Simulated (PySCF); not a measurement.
# Fractional electron number in Xe (xenon, neutral)

The 5p beta orbital of [Xe] is emptied in steps (occupation f), with all orbitals relaxed, ending at [Kr] 4d10 5s2 5p5. Computed with PySCF 2.14 in def2-TZVPPD with the def2 core potential (28 electrons), with a scalar-relativistic core potential. The exact energy is a straight line in f; departures are measured from the line between the end points of the same method.

```csv
f,UHF (eV),LDA (eV),PBE (eV),PBE0 (eV),r2SCAN (eV),LC-wPBE (eV),BHandHLYP (eV),wB97X (eV),B3LYP (eV),BLYP (eV)
1,0.000,0.000,0.000,0.000,0.000,0.000,0.000,0.000,0.000,0.000
0.75,0.173,-0.799,-0.772,-0.540,-0.714,-0.029,-0.324,-0.103,-0.603,-0.785
0.5,0.224,-1.072,-1.031,-0.721,-0.942,-0.038,-0.437,-0.150,-0.808,-1.052
0.25,0.163,-0.807,-0.774,-0.540,-0.700,-0.027,-0.331,-0.126,-0.608,-0.793
0,0.000,0.000,0.000,0.000,0.000,0.000,0.000,0.000,0.000,0.000
```

**Question.** For r2SCAN, how does the orbital energy at f = 1 compare with the removal energy?

**Answer.** −ε = 8.581 eV against a total-energy difference of 12.421 eV. By Janak's theorem ε = ∂E/∂f, so the gap between them reflects the curvature. Along the path −ε is 10.544 (f = 0.75), 12.463 (f = 0.5), 14.307 (f = 0.25) eV.

```csv
method,E(f=0) − E(f=1) (eV),−ε at f=1 (eV),−ε at f=0.5 (eV)
UHF,11.463,12.418,11.435
LDA,12.609,8.373,12.588
PBE,12.326,8.225,12.319
PBE0,12.390,9.513,12.391
r2SCAN,12.421,8.581,12.463
LC-wPBE,12.401,12.250,12.405
BHandHLYP,12.329,10.618,12.311
wB97X,12.328,11.820,12.268
B3LYP,12.432,9.234,12.417
BLYP,12.208,8.046,12.188
```

Reference removal energy between the ground levels: 12.130 eV (measured; NIST Atomic Spectra Database, ionization energies). The calculation has no spin-orbit coupling. UHF lacks correlation.
